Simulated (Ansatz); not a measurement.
One change: `[NH2][SbH][SH]` becomes `[NH2][SbH][SiH3]`.

Ansatz, PBE0-D4/def2-TZVP geometries, multiplicity 1. Each molecule was computed in one conformer, which needn't be the lowest.

Elements past krypton have def2 core potentials.

```json
{"property": "ideal-gas entropy at 298 K and 1 bar (rigid rotor, harmonic PBE0-D4/def2-TZVP) / J/(mol·K)", "`[NH2][SbH][SH]`": "329"}
{"property": "size of the dipole moment (ωB97M-V/def2-TZVPP) / D", "`[NH2][SbH][SH]`": "2.27"}
{"property": "HOMO energy (PBE/def2-TZVPP) / eV", "`[NH2][SbH][SH]`": "-5.90"}
{"property": "HOMO–LUMO gap (B3LYP/def2-TZVPP) / eV", "`[NH2][SbH][SH]`": "5.77"}
{"property": "LUMO energy (ωB97M-V/def2-TZVPP) / eV", "`[NH2][SbH][SH]`": "0.88"}
{"property": "HOMO–LUMO gap (PBE/def2-TZVPP) / eV", "`[NH2][SbH][SH]`": "4.34"}
```

**Question.** What does the change do to each property? (Best estimate.)

**Answer.** The calculation gave: 
| property | `[NH2][SbH][SiH3]` | shift |
| --- | --- | --- |
| ideal-gas entropy at 298 K and 1 bar (rigid rotor, harmonic PBE0-D4/def2-TZVP) / J/(mol·K) | 344 | 15 |
| size of the dipole moment (ωB97M-V/def2-TZVPP) / D | 0.99 | -1.28 |
| HOMO energy (PBE/def2-TZVPP) / eV | -5.78 | 0.12 |
| HOMO–LUMO gap (B3LYP/def2-TZVPP) / eV | 5.57 | -0.20 |
| LUMO energy (ωB97M-V/def2-TZVPP) / eV | 0.76 | -0.12 |
| HOMO–LUMO gap (PBE/def2-TZVPP) / eV | 4.09 | -0.25 |

With PBE0 the HOMO rises by 0.15 eV and the LUMO falls by 0.08 eV, so the gap narrows by about 0.23 eV. PBE moves the HOMO by 0.12 eV and ωB97M-V by 0.25 eV. The zero-point energy changes by 40.5 kJ/mol with +6 modes. Dipoles are sizes alone; their direction can turn.

B3LYP here is the variant with VWN-RPA as its local correlation; programs differ in this.

Spin–orbit coupling is left out; it splits and shifts lone-pair levels of the heavy atoms by tenths of an eV.
